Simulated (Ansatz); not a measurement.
Consider the homolysis of the N–Sn bond: `C[NH][SnH]([F])[Cl]` → `C[NH]`• + `[F][SnH][Cl]`•.

Isolated molecules relaxed with PBE0-D4/def2-TZVP in Ansatz; ΔE leaves out vibrations. CCSD(T)/CBS adds triple-zeta CCSD(T) − MP2 to the extrapolated MP2 energy (def2 sets, frozen cores). Functionals use def2-TZVPP. HSE06 is defined as in plane-wave codes. Open shells (•) are unrestricted, without spin–orbit coupling. Elements past krypton have def2 core potentials. For Sn outer-core shells are correlated without core-valence functions, which leaves a few kJ/mol of doubt a bond. One conformer a species, not always the lowest.

**Question.** What is ΔE at CCSD(T)/CBS? (Estimate.)

**Answer.** The calculation gave: +318.0 kJ/mol.

**Question.** What do these levels give: PBE-D4, BLYP-D4, PBE0-D4, HSE06-D4, ωB97X-V, ωB97M-V, PBE0, CAM-B3LYP, LC-ωPBE, CCSD/def2-TZVPP, SCS-MP2/def2-QZVPP, MP2/CBS(def2)? (Best estimate.)

**Answer.** Ansatz gave: PBE-D4 276.3, BLYP-D4 258.6, PBE0-D4 281.2, HSE06-D4 280.7, ωB97X-V 299.7, ωB97M-V 294.7, PBE0 272.4, CAM-B3LYP 273.2, LC-ωPBE 288.5, CCSD/def2-TZVPP 291.7, SCS-MP2/def2-QZVPP 330.1, MP2/CBS(def2) 347.3 kJ/mol.

**Question.** What do rigid-rotor, harmonic-oscillator terms from PBE0-D4/def2-TZVP frequencies (298.15 K, 1 bar) make of the CCSD(T)/CBS value? (Estimate.)

**Answer.** Computed: ΔZPE = -16.7 kJ/mol, ΔH = +303.2 kJ/mol, ΔS = 172 J/(mol·K), ΔG = +252.0 kJ/mol. Open shells count their whole term as degenerate. Modes under 50 cm⁻¹ make the entropy rough.

Largest T1 diagnostic among the species: 0.017.

The D4 term adds +15.9 kJ/mol with B3LYP and +8.9 kJ/mol with PBE0; it sums over pairs of atoms, weighted by their polarisabilities, and B3LYP, whose exchange is more repulsive, gets the larger term. From BLYP to BHLYP (50 % exact exchange), in def2-TZVPP and without D4, ΔE moves by +19.2 kJ/mol.

B3LYP here is the variant with VWN-RPA as its local correlation; programs differ in this.
